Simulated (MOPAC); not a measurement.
Job for MOPAC: AM1 on MgBe+, 2S+1 = 2, a spin state set in the input, which need not be the lowest, a point of a bond scan (R = 2.788 Å). Charge +1.

```
AM1 1SCF PRECISE CHARGE=1 UHF MS=0.5 THREADS=1
BeMg

Be     0.00000000 1     0.00000000 1     0.00000000 1
Mg     0.00000000 1     0.00000000 1     2.78812900 1
```

Program output:

```
*******************************************************************************
 **                                                                           **
 **                              MOPAC v23.2.5                                **
 **                                                                           **
 *******************************************************************************
 ** MOPAC's Digital Object Identifier: https://doi.org/10.5281/zenodo.6511958 **
 **                                                                           **
 ** Please cite the open-source release paper for use of this MOPAC version:  **
 ** J. E. Moussa and J. J. P. Stewart (2026)                                  **
 ** MOPAC: An open-source semiempirical molecular orbital program             **
 ** J. Open Source Softw., 11(119), 8025, https://doi.org/10.21105/joss.08025 **
 *******************************************************************************

                              AM1 CALCULATION RESULTS

 *******************************************************************************
 *  AM1        - The AM1 Hamiltonian to be used
 *  UHF        - UNRESTRICTED HARTREE-FOCK CALCULATION
 *
 *
 *
 *                 CHARGE ON SYSTEM = +1
 *
 *
 *
 *  MS=        - IN MECI, MAGNETIC COMPONENT OF SPIN =  0.5
 *  PRECISE    - TIGHTER CRITERIA TO BE USED
 *  1SCF       - DO 1 SCF AND THEN STOP
 *  THREADS=1  - MULTI-THREADING NOT USED
 *  T=         - A TIME OF 172800.0 SECONDS REQUESTED
 *  DUMP=N     - RESTART FILE WRITTEN EVERY 7200.0 SECONDS REQUESTED
 *******************************************************************************
AM1 1SCF PRECISE CHARGE=1 UHF MS=0.5 THREADS=1
 BeMg

   ATOM   CHEMICAL          X               Y               Z
  NUMBER   SYMBOL      (ANGSTROMS)     (ANGSTROMS)     (ANGSTROMS)

     1      Be          0.00000000  *   0.00000000  *   0.00000000  *
     2      Mg          0.00000000  *   0.00000000  *   2.78812900  *



          CARTESIAN COORDINATES

    NO.       ATOM           X           Y           Z

     1        Be          0.0000      0.0000      0.0000
     2        Mg          0.0000      0.0000      2.7881

 Be: (AM1): J. J. P. STEWART, J. MOL. MOD., 10, 155-164 (2004)
 Mg: (AM1): J. J. P. STEWART, J. MOL. MOD., 10, 155-164 (2004)

           Empirical Formula: Be Mg  =     2 atoms



      MOLECULAR POINT GROUP   :   C*v


          UHF CALCULATION, NO. OF ALPHA ELECTRONS =    2
                           NO. OF BETA  ELECTRONS =    1

 -------------------------------------------------------------------------------
 AM1 1SCF PRECISE CHARGE=1 UHF MS=0.5 THREADS=1
 BeMg



     1SCF WAS SPECIFIED, SO BFGS WAS NOT USED
     SCF FIELD WAS ACHIEVED


                              AM1 CALCULATION
                                                       MOPAC v23.2.5 Linux




          FINAL HEAT OF FORMATION =        338.27560 KCAL/MOL =    1415.34510 KJ/MOL


          COSMO AREA              =         91.26 SQUARE ANGSTROMS
          COSMO VOLUME            =         73.83 CUBIC ANGSTROMS

          IONIZATION POTENTIAL    =         12.271959 EV
          ALPHA SOMO LUMO (EV)    =        -12.272 -5.144
          BETA  SOMO LUMO (EV)    =        -15.761 -6.199
          NO. OF ALPHA ELECTRONS  =          2
          NO. OF BETA  ELECTRONS  =          1
          MOLECULAR WEIGHT        =         33.3172         POINT GROUP:  C*v

          MOLECULAR DIMENSIONS (Angstroms)

            Atom       Atom       Distance
           Mg     2   Be     1     2.78813
           Mg     2   Be     1     0.00000
           Be     1   Mg     2     0.00000


          SCF CALCULATIONS        =          1





   ATOM   CHEMICAL          X               Y               Z
  NUMBER   SYMBOL      (ANGSTROMS)     (ANGSTROMS)     (ANGSTROMS)

     1      Be          0.00000000  *   0.00000000  *   0.00000000  *
     2      Mg          0.00000000  *   0.00000000  *   2.78812900  *

                             CARTESIAN COORDINATES

   1   Be        0.000000000     0.000000000     0.000000000
   2   Mg        0.000000000     0.000000000     2.788129000


           Empirical Formula: Be Mg  =     2 atoms



      MOLECULAR POINT GROUP   :   C*v


          ALPHA EIGENVALUES
 -16.18406 -12.27196  -5.14365  -4.15447  -4.15447  -2.39579  -2.30090  -2.30090


           BETA EIGENVALUES
 -15.76051  -6.19872  -4.42693  -3.81984  -3.81984  -1.86610  -1.83988  -1.83988


              NET ATOMIC CHARGES AND DIPOLE CONTRIBUTIONS

  ATOM NO.   TYPE          CHARGE      No. of ELECS.   s-Pop       p-Pop
    1         Be           0.356529        1.6435     1.51666     0.12681
    2         Mg           0.643471        1.3565     1.13658     0.21995
 DIPOLE           X         Y         Z       TOTAL
 POINT-CHG.     0.000     0.000    -1.152     1.152
 HYBRID         0.000     0.000    -3.878     3.878
 SUM            0.000     0.000    -5.030     5.030


          ATOMIC ORBITAL ELECTRON POPULATIONS

     Atom    s        px        py        pz
    1 Be   1.51666   0.00000   0.00000   0.12681
    2 Mg   1.13658   0.00000   0.00000   0.21995


                    (SZ)    =    0.500000
                    (S**2)  =    0.754642


          ATOMIC ORBITAL SPIN POPULATIONS

    Atom   Total    s     px     py     pz
         Atomic
    1 Be  0.1477  0.168  0.000  0.000 -0.020
    2 Mg  0.8523  0.823  0.000  0.000  0.029

 **********************
 *                    *
 * JOB ENDED NORMALLY *
 *                    *
 **********************




 == MOPAC DONE ==
```

The run finished.

Cost: roughly 0.020 core-seconds.
